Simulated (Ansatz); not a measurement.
Gas-phase reaction in SMILES: [H][S@OH20]([H])([H])([H])[H] (H5S) -> [H][S@OH20-]([H])([H])([H])[H] (an electron is taken up)
Structures are relaxed separately at B3LYP-D3(BJ)/def2-TZVP in Ansatz (a first-principles code).

Property: adiabatic electron affinity (electronic energy difference), positive where the reaction releases energy, in eV. Valence correlation only, unless marked. UHF or UKS for open shells. No spin-orbit coupling. Non-relativistic. Anions need diffuse functions: aug- sets have them; def2-D sets add few; the other sets have none. CBS(X,Y): correlation extrapolated as X^-3; Hartree-Fock from the larger set. The bracket is a focal-point correction in the basis named.

RI-MP2/CBS(aug-cc-pV(T+d)Z,aug-cc-pV(Q+d)Z)+[CCSD(T)-MP2]/aug-cc-pV(T+d)Z (Ansatz) gives 0.96 eV.

Q: Another calculation gave 0.74 eV. Which level was it?
A) B3LYP/def2-TZVPD (Ansatz)
B) B2GP-PLYP/def2-TZVPD (Ansatz)
C) LC-wPBE/def2-TZVPD (Ansatz)
D) BHLYP/def2-TZVPD (Ansatz)

A: B, B2GP-PLYP/def2-TZVPD (Ansatz). The others give 0.55 (BHLYP), 0.96 (B3LYP), 0.42 (LC-wPBE) eV.
